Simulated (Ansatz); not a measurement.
Geometry optimisation, RKS PBE/def2-SVP (Ansatz).

The input (input.yaml):

```yaml
crystal:
  periodic: [false, false, false]
  atoms:
    - { symbol: Ta, position_ang: [0.0, 0.0, 0.0] }
    - { symbol: F, position_ang: [2.28, 0.0, 0.0] }
    - { symbol: F, position_ang: [0.0, 0.0, 1.93] }
    - { symbol: F, position_ang: [0.0, 0.0, -1.93] }
    - { symbol: Cl, position_ang: [-1.235, 2.139, 0.0] }
    - { symbol: F, position_ang: [-0.965, -1.6714, 0.0] }
    - { symbol: "N", position_ang: [0.7757, 2.0777, -1.0645] }
    - { symbol: H, position_ang: [1.6188, 2.0613, -1.7069] }
    - { symbol: Si, position_ang: [-0.098, 3.6428, -0.7493] }
    - { symbol: H, position_ang: [-1.498, 3.5068, -1.1405] }
    - { symbol: H, position_ang: [-0.0198, 3.9669, 0.6721] }
    - { symbol: H, position_ang: [0.5221, 4.7121, -1.5263] }
    - { symbol: H, position_ang: [1.9521, 1.1919, -0.6107] }
basis:
  gaussian: { orbitals: def2-SVP }
hamiltonian:
  xc: pbe
relax:
  f_tol: 0.15
  max_steps: 25
  restrain:
    - { distance: [0, 6], at: 2.16, k: 30.0 }
    - { distance: [12, 1], at: 0.92, k: 30.0 }
    - { distance: [0, 1], at: 3.13, k: 30.0 }
    - { distance: [12, 6], at: 2.26, k: 30.0 }
output:
  orbitals: {}
```

Run as:

```bash
$ ansatz run input.yaml --threads 4 --pin off --max-ram 5120MiB --backend cpu --events-out ev --progress --plain --runs-dir out
```

Question: Where does it end, and by what steps?

Answer: The forces met the threshold. The restraints hold the end off the free minimum; the threshold counts their pulls, which the force column leaves out. Restrained pairs: Ta1–N7 (2.46 → 2.11 Å), F2–H13 (1.38 → 0.93 Å), Ta1–F2 (2.28 → 3.12 Å), N7–H13 (1.54 → 2.25 Å). After 20 steps the energy has fallen by 6.841 eV (the restraints' own energy left out); Cl5 moved furthest, 2.44 Å.

```csv
step,energy less start (eV),largest force component (eV/Å),accepted
0,0.0000,7.913,yes
1,-0.8469,5.637,yes
2,-1.8628,5.812,yes
3,-3.2349,4.469,yes
4,-4.4620,2.786,yes
5,-5.3049,1.648,yes
6,-5.8678,0.870,yes
7,-6.2343,0.854,yes
8,-6.4545,1.187,yes
9,-6.5215,1.140,yes
10,-6.5431,1.087,yes
11,-6.5574,1.151,yes
12,-6.5891,1.013,yes
13,-6.6186,0.998,yes
14,-6.6369,1.032,yes
15,-6.6563,1.056,yes
16,-6.7295,1.058,yes
17,-6.7794,1.206,yes
18,-6.8045,1.300,yes
19,-6.8389,1.184,yes
20,-6.8412,1.324,yes
```

```xyz
13
Properties=species:S:1:pos:R:3
Ta -0.541 0.269 -0.218
F 2.576 0.397 -0.114
F -0.302 1.200 1.409
F -0.167 -0.486 -1.917
Cl -2.828 0.315 -0.328
F 0.081 -1.315 0.593
N 0.268 2.006 -1.106
H 0.378 1.875 -2.123
Si 0.372 3.690 -0.551
H -0.769 4.486 -1.133
H 0.316 3.708 0.944
H 1.661 4.318 -1.020
H 2.286 1.164 -0.563
```

Run time: 87 s on 4 threads of Arm Neoverse V1 (shared host), peak memory 0.26 GiB.
